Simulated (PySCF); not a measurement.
OSr, singlet, geometry from GFN2-xTB (such geometries of metal compounds can be far from the true shape) (core potentials on Sr); PySCF with B3LYP/def2-SVP.

The PySCF input:
```python
from pyscf import gto, scf, dft

mol = gto.Mole()
mol.atom = '''
    Sr   -0.000000   -0.000000   -0.347963
    O     0.000000    0.000000    1.652826
'''
mol.basis = 'def2-svp'
mol.ecp = {'Sr': 'def2-svp'}
mol.charge = 0
mol.spin = 0
mol.verbose = 4
mol.build()

mf = dft.RKS(mol)
mf.xc = 'b3lyp'
mf.kernel()
```

Q: Write the output that PySCF gives for this input, abridged.

A: 
```
PySCF version 2.14.0

[INPUT] verbose = 4
[INPUT] num. atoms = 2
[INPUT] num. electrons = 18
[INPUT] charge = 0
[INPUT] spin (= nelec alpha-beta = 2S) = 0
[INPUT] symmetry False subgroup None
[INPUT] Mole.unit = angstrom
[INPUT] Symbol           X                Y                Z      unit          X                Y                Z       unit  Magmom
[INPUT]  1 Sr     0.000000000000   0.000000000000  -0.347963000000 AA    0.000000000000   0.000000000000  -0.657554771482 Bohr   0.0
[INPUT]  2 O      0.000000000000   0.000000000000   1.652826000000 AA    0.000000000000   0.000000000000   3.123388471560 Bohr   0.0

nuclear repulsion = 21.1587413133519
number of shells = 15
number of NR pGTOs = 73
number of NR cGTOs = 37
basis = def2-svp
ecp = {'Sr': 'def2-svp'}

******** <class 'pyscf.dft.rks.RKS'> ********
method = RKS
initial guess = minao
damping factor = 0
level_shift factor = 0
DIIS = <class 'pyscf.scf.diis.CDIIS'>
diis_start_cycle = 1
diis_space = 8
diis_damp = 0
SCF conv_tol = 1e-09
SCF conv_tol_grad = None
SCF max_cycles = 50
direct_scf = True
direct_scf_tol = 1e-13
XC library pyscf.dft.libxc version 7.1.2
    S. Lehtola, C. Steigemann, M. J. T. Oliveira, and M. A. L. Marques,  SoftwareX 7, 1–5 (2018)
XC functionals = b3lyp
    P. J. Stephens, F. J. Devlin, C. F. Chabalowski, and M. J. Frisch,  J. Phys. Chem. 98, 11623 (1994)
radial grids:
    Treutler-Ahlrichs [JCP 102, 346 (1995); DOI:10.1063/1.469408] (M4) radial grids

becke partition: Becke, JCP 88, 2547 (1988); DOI:10.1063/1.454033
pruning grids: <function nwchem_prune>
grids dens level: 3
symmetrized grids: False
atomic radii adjust function: <function treutler_atomic_radii_adjust>
small_rho_cutoff = 0
Set gradient conv threshold to 3.16228e-05
Initial guess from minao.
tot grids = 35992
init E= -93.8616372182742
  HOMO = -0.139218615263552  LUMO = 0.0108779451413739  gap/eV = 4.08434
cycle= 1 E= -104.500758874436  delta_E= -10.6  |g|= 2.15  |ddm|= 3.43
  HOMO = -0.182213172853164  LUMO = -0.175976685591201  gap/eV = 0.16970
cycle= 2 E= -93.7667008954029  delta_E= 10.7  |g|= 4.21  |ddm|= 6.46
  HOMO = -0.427426808216486  LUMO = -0.0722624100780784  gap/eV = 9.66452
cycle= 3 E= -105.36749496974  delta_E= -11.6  |g|= 1.28  |ddm|= 5.72
  HOMO = -0.0753520732393651  LUMO = -0.0488205556692182  gap/eV = 0.72196
cycle= 4 E= -105.474569377413  delta_E= -0.107  |g|= 1.28  |ddm|= 2.07
  HOMO = -0.179500732718627  LUMO = -0.0901413469064352  gap/eV = 2.43159
cycle= 5 E= -105.835865148454  delta_E= -0.361  |g|= 0.105  |ddm|= 1.22
  HOMO = -0.160041775294229  LUMO = -0.0807853309079469  gap/eV = 2.15668
cycle= 6 E= -105.838959427451  delta_E= -0.00309  |g|= 0.0555  |ddm|= 0.183
  HOMO = -0.163601968757262  LUMO = -0.0792644190579139  gap/eV = 2.29494
cycle= 7 E= -105.839777013425  delta_E= -0.000818  |g|= 0.0062  |ddm|= 0.0567
  HOMO = -0.164540958597766  LUMO = -0.0797343564378359  gap/eV = 2.30771
cycle= 8 E= -105.839786194991  delta_E= -9.18e-06  |g|= 0.0029  |ddm|= 0.00906
  HOMO = -0.164754659163472  LUMO = -0.0796846617954259  gap/eV = 2.31487
cycle= 9 E= -105.839788769995  delta_E= -2.58e-06  |g|= 0.000341  |ddm|= 0.00514
  HOMO = -0.164714322895518  LUMO = -0.0796536566431136  gap/eV = 2.31462
cycle= 10 E= -105.839788802727  delta_E= -3.27e-08  |g|= 0.000396  |ddm|= 0.0012
  HOMO = -0.164677388980237  LUMO = -0.0796450602591001  gap/eV = 2.31385
cycle= 11 E= -105.839788840946  delta_E= -3.82e-08  |g|= 8.01e-05  |ddm|= 0.000327
  HOMO = -0.164668850388262  LUMO = -0.0796449912259796  gap/eV = 2.31362
cycle= 12 E= -105.839788842695  delta_E= -1.75e-09  |g|= 1.46e-05  |ddm|= 0.0001
  HOMO = -0.164670771584134  LUMO = -0.0796454357453378  gap/eV = 2.31366
cycle= 13 E= -105.839788842748  delta_E= -5.29e-11  |g|= 3.41e-07  |ddm|= 1.36e-05
  HOMO = -0.16467093516365  LUMO = -0.0796454483236673  gap/eV = 2.31366
Extra cycle  E= -105.839788842747  delta_E= 5.83e-13  |g|= 1.56e-06  |ddm|= 1.77e-06
converged SCF energy = -105.839788842747
```
